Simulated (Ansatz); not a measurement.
BFHO (SMILES [OH+]=BF) moved off its minimum; all values from Ansatz (a first-principles code), cores frozen in correlated methods.
(charge 1, multiplicity 1)
```xyz
4

O     -1.27242     0.17387     0.20080
B      0.05047     0.02200     0.02912
F      1.18842     0.07784    -0.32164
H     -1.88728    -0.21186     0.86618
```

Forces at B3LYP/def2-TZVPP (eV/Å):

| atom | Fx | Fy | Fz |
|---|---|---|---|
| O1 | 4.175 | -0.729 | -0.260 |
| B2 | -7.868 | 0.635 | 1.382 |
| F3 | 3.214 | -0.027 | -0.822 |
| H4 | 0.479 | 0.120 | -0.300 |

Q: Give the forces (eV/Å), the total energy and the dipole at CCSD(T)/aug-cc-pVTZ.

A: 
```
atom      Fx      Fy      Fz
----  ------  ------  ------
O1     3.771  -0.629  -0.277
B2    -7.837   0.536   1.495
F3     3.502  -0.005  -0.922
H4     0.564   0.098  -0.296
```
Energy -200.0116 hartree.
